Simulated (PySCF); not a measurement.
NICS in isomers of C6H8SSi.

NICS = −σ at a ghost point: NICS(0) at the centroid of the ring atoms, NICS(1) 1 Å to either side along the normal of their mean plane, zz for the tensor component along that normal. Level: GIAO PBE0/pcSseg-1 (PySCF, non-relativistic, gas phase) on the GFN2-xTB geometries, one conformer each. Atom numbers follow the mapped SMILES.

**Question.** Order these rings by mean NICS(1)zz, lowest (most negative) first (ppm).
A. ring C4–C5–C6–C7–Si8 in `[CH3:1][C:2](=[S:3])[C:4]1=[CH:5][CH:6]=[CH:7][SiH2:8]1`
B. ring C3–C4–C5–C6–C7–C8 in `[SH:1][SiH2:2][c:3]1[cH:4][cH:5][cH:6][cH:7][cH:8]1`
C. ring C1–C2–S3–C4–C8 in `[cH:1]1[cH:2][s:3][c:4]([C@H:5]2[CH2:6][SiH2:7]2)[cH:8]1`

**Answer.** B (-28.9), C (-23.4), A (4.3).

```csv
SMILES,ring,NICS(0),NICS(1),NICS(1)zz,HOMA,rms pucker (Å),ring atoms with four or more neighbours
S[SiH2]c1ccccc1,6-membered carbocycle; formal bonds all aromatic,-7.9,-11.4,-28.9,0.99,0.00,0
c1csc([C@H]2C[SiH2]2)c1,5-membered ring with S; formal bonds all aromatic,-11.6,-10.3,-23.4,0.77,0.00,0
CC(=S)C1=CC=C[SiH2]1,"5-membered ring with Si; formal bonds 2 double, 3 single",1.8,-1.3,4.3,–,0.00,1
```

NICS(0) gives another order. The isotropic NICS(1) gives the same order. HOMA uses Krygowski's 1993 parameters; it is left out where a ring has a four-coordinate atom, a triple bond, no multiple bond or a kind of bond without parameters. NICS(1) and NICS(1)zz are means over the two faces.
